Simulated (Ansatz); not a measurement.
System: H₂B, doublet: symmetric bend, bond length relaxed. Scanned: H-B-H angle. Other coordinates (B-H bond length) were minimised at PBE0/def2-TZVP.

The free coordinates were minimised at PBE0/def2-TZVP in PySCF; the energy column is full CI/def2-TZVP, frozen core in Ansatz (an electronic-structure program), in kcal/mol.

```
a / °   B-H bond length / Å     E
------  -------------------  ----
170.40                1.175   7.2
157.91                1.179   4.7
149.81                1.182   2.8
139.35                1.187   0.8
130.84                1.191   0.0
122.42                1.194   0.3
112.32                1.199   2.6
100.18                1.206   8.3
92.02                 1.212  14.3
78.73                 1.222  28.4
69.02                 1.230  42.4
60                    1.240  58.2
```

The scan ran from 180.0 to 60.0; beyond the range shown the relaxed coordinates jump or full CI changes its symmetry label.
